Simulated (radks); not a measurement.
Values are calculated unless marked as measured or tabulated.
Q: These are the eigenvalues of the occupied orbitals of an atom or ion with whole-number occupations (hartree). Level of theory: scalar-relativistic Kohn-Sham, r2SCAN, spin-polarised, spherical densities, finite nucleus; meta-GGA in the generalised Kohn-Sham scheme; Fermi nuclear charge, rms radius of each element as measured or else 0.836 A^(1/3) + 0.57 fm (a radial shooting solver on a logarithmic mesh with Libxc functionals).

1s up: -146.0541
1s down: -146.0529
2s up: -15.72684
2s down: -15.72574
2p up: -12.71425
2p down: -12.71297
3s up: -2.04701
3s down: -2.04358
3p up: -1.31194
3p down: -1.30792
4s up: -0.34673

Which element is it, and in what charge state? The configuration may be excited. Open shells, if any, are filled with parallel spins first.

A: Z = 20, calcium, charge +1: Ca+ in [Ar] 4s1. The list shows which subshells hold electrons but not how many an open one holds; the 1s level, -146.05 hartree, gives Z - s = 17.1 by -(Z - s)^2/2, which with screening and relativity narrows Z to a few neighbours, and the depths of the outer levels then fix element, charge and occupations together.
